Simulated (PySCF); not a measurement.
Species: C6H14N (charge +1).
SMILES with atom numbers: `[CH3:1][C@@H:2]1[CH2:3][CH2:4][CH2:5][NH2+:6][CH2:7]1` (hydrogens: H8, H9, H10 on C1; H11 on C2; H12, H13 on C3; H14, H15 on C4; H16, H17 on C5; H18, H19 on N6; H20, H21 on C7)

The geometry is computed with GFN2-xTB (gas phase).

Question: Give the optimised bond lengths and angles.

Answer: 
```tsv
bond	length (Å)
C1–C2	1.526
C2–C3	1.530
C3–C4	1.527
C4–C5	1.522
C5–N6	1.489
N6–C7	1.489
C2–C7	1.529
C1–H8, C1–H9, C1–H10	1.086
C2–H11	1.096
C3–H12	1.089
C3–H13	1.091
C4–H14	1.089
C4–H15	1.092
C5–H16	1.091
C5–H17	1.092
N6–H18	1.025
N6–H19	1.028
C7–H20	1.092
C7–H21	1.091
```

Bonds in one row agree within 0.01 Å and their mean is given. A selection of angles:
```tsv
angle	degrees
C2–C1–H8	110.9
C2–C1–H10	110.1
H8–C1–H9	108.5
H8–C1–H10	108.2
C1–C2–C3	111.5
C1–C2–C7	109.7
C1–C2–H11	108.5
C3–C2–C7	109.1
C3–C2–H11	109.1
C7–C2–H11	108.9
C2–C3–C4	110.8
C2–C3–H12	109.5
C2–C3–H13	109.5
C4–C3–H12	109.6
C4–C3–H13	109.8
H12–C3–H13	107.5
C3–C4–C5	110.4
C3–C4–H14	110.0
C3–C4–H15	110.1
C5–C4–H14	108.9
C5–C4–H15	109.9
H14–C4–H15	107.4
C4–C5–N6	109.1
C4–C5–H16	111.1
C4–C5–H17	110.4
N6–C5–H16	109.2
N6–C5–H17	108.2
H16–C5–H17	108.8
C5–N6–C7	111.7
C5–N6–H18	110.2
C5–N6–H19	108.3
C7–N6–H18	110.1
C7–N6–H19	108.3
H18–N6–H19	108.1
N6–C7–H20	108.3
N6–C7–H21	109.1
C2–C7–N6	110.3
C2–C7–H20	109.9
C2–C7–H21	110.6
H20–C7–H21	108.6
```

Torsions: C1–C2–C3–C4 -177° (antiperiplanar); C2–C3–C4–C5 57° (synclinal); C3–C4–C5–N6 -58° (synclinal); C4–C5–N6–C7 60° (synclinal); C5–N6–C7–C2 -60° (synclinal); C1–C2–C7–N6 180° (antiperiplanar).

The 6-membered ring C2–C3–C4–C5–N6–C7 has internal angles of 109.1° to 111.7° (sum 661°, against 720° for a flat polygon); it is puckered, 0.24 Å rms from its mean plane, widest ring torsion 60°. N6 (ammonium nitrogen) is tetrahedral (angles from 108.1° to 111.7°). Of the pairs four or more bonds apart, H17···H20 is among the closest relative to their van der Waals radii: 2.45 Å, 102 % of the sum of Bondi's values.

Point group: C1 (no symmetry element, even within 0.4 Å). Stationary, but not proved a minimum.

One conformer stands for the species.
